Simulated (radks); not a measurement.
Dynamic dipole polarisability and lines of the antimony ion Sb21+, [Ar] 3d10 4s2. All-electron calculation, scalar-relativistic Kohn-Sham, LB94 model potential, spin-unpolarised, spherical densities, finite nucleus; Fermi nuclear charge, rms radius of each element as measured or else 0.836 A^(1/3) + 0.57 fm. Program: a radial shooting solver on a logarithmic mesh with Libxc functionals. Time-dependent linear response with the Hartree and adiabatic LDA kernel, continuum included through the Sternheimer equations, no spin-orbit coupling, so fine structure and intercombination lines are absent. Lines are the poles of the dipole polarisability below minus the highest occupied eigenvalue, found on a grid refined at the orbital gaps; the lowest seven at most are given, and weak or close lines can be missed. The first line takes the name of the lowest orbital gap if no other gap lies below it; otherwise a line is named after a gap within 0.6 % of it, if that gap stands alone.

| photon energy (eV) | alpha (bohr^3) |
|---|---|
| 0 | 0.2353 |
| 32.934 | 0.3111 |
| 76.845 | -0.4949 |
| 120.76 | -0.06485 |
| 164.67 | -0.01696 |
| 208.58 | 0.001328 |

Lines (eV, oscillator strength): 64.550 (19.21 nm, 4s-4p), f = 1.21; 310.92 (3.988 nm, 4s-5p), f = 0.334; 434.27 (2.855 nm, 4s-6p), f = 0.116; 502.87 (2.466 nm, 4s-7p), f = 0.0464; 513.24 (2.416 nm, unassigned), f = 0.449; 545.18 (2.274 nm, 4s-8p), f = 0.0367. Higher lines, where found, are left out when the end of the mesh affects them. Those listed give 93 % of the static polarisability (sum of f/w^2). Orbital energy gaps for comparison: 4s-4p 55.147 eV; 4s-5p 311.29 eV; 4s-6p 434.43 eV; 4s-7p 502.95 eV; 3d-4p 509.23 eV.
